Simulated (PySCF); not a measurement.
[WO3Br]- (charge -1 and singlet state).
Bonds: W1–O2, W1–O3, W1–O4, W1–Br5.

Level of theory: PBE0-D3(BJ)/def2-SVP geometry optimisation, gas phase, def2 core potentials past Kr in PySCF.

Q: List the bond lengths and angles at this level.

A: 
```json
{"bond": "W1–O2, W1–O3, W1–O4", "length (bohr)": "3.284"}
{"bond": "W1–Br5", "length (bohr)": "4.741"}
```

Bonds in one row agree within 0.02 bohr and their mean is given. A selection of angles:
```json
{"angle": "O2–W1–O3", "degrees": "109.2"}
{"angle": "O2–W1–Br5", "degrees": "109.9"}
```

All 3 O–W bonds measure 1.738 Å. W1 (tungsten bonded to Br and 3 O) is tetrahedral (angles from 109.2° to 109.9°).

Point group: C3v (tolerance 0.08 Å). Whether it is a minimum is left open (no frequencies). The geometry's basis has no diffuse functions, a weakness for an anion.

Hardware: one thread, AMD EPYC 9R14 (x86_64), shared host. Cost: 52 s, 0.40 GiB resident at most. These figures are those of the optimisation.
